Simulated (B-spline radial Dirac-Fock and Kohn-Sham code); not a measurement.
Compton profile of Tc⁴⁺

System: Tc⁴⁺, configuration [Kr] 4d3.

Calculated with a radial atomic solver, using the impulse approximation on relativistic Hartree-Fock (Dirac-Fock) wave functions, averaged over the configuration. pz is in atomic units of momentum; subshell profiles are per electron, for a selection of subshells; open shells are spread over both j values by their weights.

| pz | J total | J 2s1/2 | J 3p1/2 | J 3d3/2 | J 4d5/2 |
| --- | --- | --- | --- | --- | --- |
| 0 | 5.324 | 0.0700 | 0.102 | 0.0718 | 0.253 |
| 0.15 | 5.307 | 0.0700 | 0.102 | 0.0718 | 0.253 |
| 0.21 | 5.291 | 0.0700 | 0.102 | 0.0718 | 0.253 |
| 0.31 | 5.252 | 0.0699 | 0.102 | 0.0718 | 0.253 |
| 0.46 | 5.162 | 0.0697 | 0.102 | 0.0718 | 0.252 |
| 0.67 | 4.967 | 0.0694 | 0.101 | 0.0718 | 0.250 |
| 0.98 | 4.528 | 0.0687 | 0.101 | 0.0718 | 0.234 |
| 1.4 | 3.741 | 0.0673 | 0.0998 | 0.0717 | 0.186 |
| 2.1 | 2.577 | 0.0641 | 0.0943 | 0.0711 | 0.0866 |
| 3.1 | 1.806 | 0.0579 | 0.0781 | 0.0676 | 0.0181 |
| 4.5 | 1.309 | 0.0471 | 0.0472 | 0.0561 | 0.00341 |
| 6.6 | 0.7638 | 0.0305 | 0.0146 | 0.0333 | 0.00288 |
| 9.6 | 0.3807 | 0.0132 | 0.00330 | 0.0122 | 0.00132 |
| 14 | 0.1742 | 0.00324 | 0.00276 | 0.00254 | 0.000285 |
| 21 | 0.06474 | 0.00165 | 0.00122 | 0.000251 | 2.77e-05 |
| 30 | 0.02397 | 0.00131 | 0.000284 | 2.07e-05 | 2.18e-06 |
| 44 | 0.007173 | 0.000502 | 3.60e-05 | 1.00e-06 | < 1e-6 |
| 64 | 0.001774 | 0.000118 | 3.61e-06 | < 1e-6 | < 1e-6 |
| 94 | 0.0003388 | 2.02e-05 | < 1e-6 | < 1e-6 | < 1e-6 |
| 140 | 5.315e-05 | 2.92e-06 | < 1e-6 | < 1e-6 | < 1e-6 |

J(0) = 5.324. The 4p3/2 subshell gives the largest part, 21 %.

Mean momentum ⟨p⟩ by subshell (a.u.): 1s1/2 38.4, 2s1/2 13.4, 2p1/2 18.0, 2p3/2 17.4, 3s1/2 6.23, 3p1/2 7.43, 3p3/2 7.25, 3d3/2 8.48, 3d5/2 8.41, 4s1/2 2.63, 4p1/2 2.88, 4p3/2 2.82, 4d3/2 2.69, 4d5/2 2.67.
